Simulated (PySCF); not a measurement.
# Ionisation energy of Nb²⁶⁺ by level of theory

Nb²⁶⁺ [Ne] 3s2 3p3 (4S) → Nb²⁷⁺ [Ne] 3s2 3p2 (3P), as a difference of total energies. Computed with PySCF 2.14 in an uncontracted even-tempered set (18 s from 3.4 bohr⁻², ratio 2.5; 12 p from 4.4 bohr⁻², ratio 2.5; 5 d from 19 bohr⁻², ratio 2.7; 4 f from 28 bohr⁻², ratio 2.7), with the spin-free X2C one-electron Hamiltonian (Gaussian nucleus). Correlated levels: outer shells: 1s2 frozen; virtual orbitals above 40 to 60 times the deepest correlated orbital energy dropped. The calculations carry no spin-orbit coupling.

```tsv
method	ionisation energy (eV)
UHF	1368.9
MP2 (outer shells)	1369.4
SCS-MP2 (outer shells)	1369.2
CCSD (outer shells)	1369.2
CCSD(T) (outer shells)	1369.2
```

Spin-orbit coupling is strong in these open shells (close to jj coupling). The scalar numbers leave it out and a first-order estimate fails, so it can dominate the gap to the real levels.

Breit and QED terms and the two-electron picture change are absent.

For comparison: 1368 ± 5 eV (semi-empirical (NIST evaluation); NIST Atomic Spectra Database, ionization energies).
